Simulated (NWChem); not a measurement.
SiHBrClF; SMILES F[SiH](Cl)Br

All runs: NWChem. The geometry was optimised at PBE0/def2-SVP. Vertical excitations in the gas phase; the lowest state need not have the same character in each row.

For level PBE/def2-SVP, full TDDFT:

```yaml
lowest excitation, singlet (eV): 7.00
lowest triplet (eV): 6.43
orbital gap (eV): 6.69
```

Problem. What are these values for level B3LYP/def2-SVP, full TDDFT?

Solution. 
| Property | Value |
|---|---|
| lowest excitation, singlet (eV) | 7.36 |
| lowest triplet (eV) | 6.74 |
| orbital gap (eV) | 8.47 |
